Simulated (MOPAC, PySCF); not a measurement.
C2H12GeO2Si2, SMILES `C[O][Ge]([SiH3])([SiH3])[O]C` (C–O–Ge–Si torsion 178°, Si–Ge–O–C torsion 47°), neutral singlet in the gas phase. 

Cartesian coordinates (Å):
SMILES: C[O][Ge]([SiH3])([SiH3])[O]C
```xyz
19

C     -1.7364     1.6103     0.7862
O     -0.6273     0.8347     1.1889
Ge     0.4054     0.0819    -0.0748
Si     2.0906    -1.0028     1.2316
Si     0.9922     1.6327    -1.7996
O     -0.6293    -1.0930    -0.9573
C     -1.1517    -2.2007    -0.2542
H     -2.3139     1.8830     1.6845
H     -1.4293     2.5507     0.2850
H     -2.4067     1.0609     0.0980
H      3.0005     0.0295     1.8119
H      1.4622    -1.7903     2.3334
H      2.8872    -1.9172     0.3584
H      1.5848     2.8600    -1.1866
H     -0.2179     2.0060    -2.5902
H      2.0033     1.0040    -2.7013
H     -0.3617    -2.9244     0.0322
H     -1.8636    -2.7251    -0.9120
H     -1.6884    -1.9004     0.6659
```
Charge 0, spin multiplicity 1.

All levels are single points at this geometry (r2SCAN-D4/def2-SVP); Pople sets use spherical d functions. Orbital energies aren't observables, and empty levels follow the basis.

HF/3-21G in PySCF gives gap (eV) = 13.06.

Q: Estimate the gap (eV) from each of these levels: PBE-D3(BJ)/def2-TZVP in PySCF; r2SCAN-D4/def2-TZVP in PySCF; B3LYP/6-31G* in PySCF; B3LYP/LANL2DZ in PySCF; M06-2X/6-31G* in PySCF; SVWN5/6-31G* in PySCF; AM1 in MOPAC; PM7 in MOPAC.

A: 
```json
[
 {"level": "PBE-D3(BJ)/def2-TZVP in PySCF", "gap (eV)": "4.87"},
 {"level": "r2SCAN-D4/def2-TZVP in PySCF", "gap (eV)": "5.36"},
 {"level": "B3LYP/6-31G* in PySCF", "gap (eV)": "6.83"},
 {"level": "B3LYP/LANL2DZ in PySCF", "gap (eV)": "7.12"},
 {"level": "M06-2X/6-31G* in PySCF", "gap (eV)": "9.04"},
 {"level": "SVWN5/6-31G* in PySCF", "gap (eV)": "4.96"},
 {"level": "AM1 in MOPAC", "gap (eV)": "8.43"},
 {"level": "PM7 in MOPAC", "gap (eV)": "8.66"}
]
```
